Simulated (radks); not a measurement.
The mean radii <r> (bohr) of the occupied orbitals of an atom or ion are listed with their occupations. Calculated with a radial shooting solver on a logarithmic mesh with Libxc functionals: Dirac Kohn-Sham, relativistic LDA (MacDonald-Vosko exchange, VWN5 correlation), spin-unpolarised, spherical densities, finite nucleus; Fermi nuclear charge, rms radius of each element as measured or else 0.836 A^(1/3) + 0.57 fm.

| orbital | occ. | <r> |
|---|---|---|
| 1s1/2 | 2 | 0.01587 |
| 2s1/2 | 2 | 0.06607 |
| 2p1/2 | 2 | 0.05411 |
| 2p3/2 | 4 | 0.06310 |
| 3s1/2 | 2 | 0.1712 |
| 3p1/2 | 2 | 0.1616 |
| 3p3/2 | 4 | 0.1777 |
| 3d3/2 | 4 | 0.1541 |
| 3d5/2 | 6 | 0.1590 |
| 4s1/2 | 2 | 0.3646 |
| 4p1/2 | 2 | 0.3628 |
| 4p3/2 | 4 | 0.3917 |
| 4d3/2 | 4 | 0.3857 |
| 4d5/2 | 6 | 0.3940 |
| 4f5/2 | 6 | 0.3727 |

Name the element and its charge. Open shells, if any, fill j = l - 1/2 first.

Answer. Z = 83, bismuth, charge +31: Bi31+ in [Kr] 4d10 4f6. The 1s radius gives Z: for a bare nucleus <r> = (2 gamma + 1)/(2Z) with gamma = sqrt(1 - (Z/c)^2), 0.01561 bohr for Z = 83, and screening makes it slightly larger (0.01587 here). The occupations add up to 52, and the charge is Z minus that.
